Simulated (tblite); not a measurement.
Compound: C7H4ClFO.
Geometry (GFN2-xTB, Å), atoms numbered from 1 in this order:
```xyz
14
C7H4ClFO angstrom
O      2.973   -1.011    0.110
C      2.300   -0.140   -0.348
Cl     3.064    1.101   -1.332
C      0.846   -0.014   -0.155
C      0.254   -1.012    0.633
C     -1.098   -1.017    0.898
C     -1.908   -0.018    0.377
C     -1.354    0.979   -0.404
C      0.006    0.979   -0.666
F      0.469    1.976   -1.430
H      0.899   -1.781    1.030
H     -1.524   -1.798    1.508
H     -2.968   -0.013    0.578
H     -1.958    1.769   -0.822
```

Calculated harmonic vibrations of the isolated species, GFN2-xTB (tblite), most abundant isotopes, no scaling. This tight-binding method is rough: wavenumbers can miss measured ones by several per cent, in bad cases by 10 to 20. One conformer, not necessarily the lowest. The optimisation stopped once no atom felt more than 0.01 eV/Å.

Lowest wavenumbers of the output (negative numbers stand for imaginary wavenumbers):
```
mode    cm-1
  1     -29.4
  2     116.8
  3     181.0
  4     230.4
  5     281.4
  6     339.2
  7     389.1
  8     456.7
  9     484.0
 10     508.3
 11     546.9
 12     610.1
 13     644.4
 14     697.5
 15     791.4
```

Is this structure a minimum?

Not by this Hessian. 1 mode is imaginary beyond 20i (29i cm⁻¹), so at this level the point lies at or near a first-order saddle. The curvature is small, so loose convergence or finite differences may be the whole cause.

Which atoms move in the imaginary mode?

29i: Cl3 (chlorine bonded to C) 34 %, O1 (carbonyl oxygen) 30 %, F10 (aryl fluorine) 21 %. These are shares of the mass-weighted motion.

What is the remedy?

Step along that mode in both directions, optimise again with tighter thresholds and repeat the frequencies. The zero-point energy of this point (56.1 kcal/mol) counts the 35 real modes alone, and thermal corrections from it aren't those of a minimum.
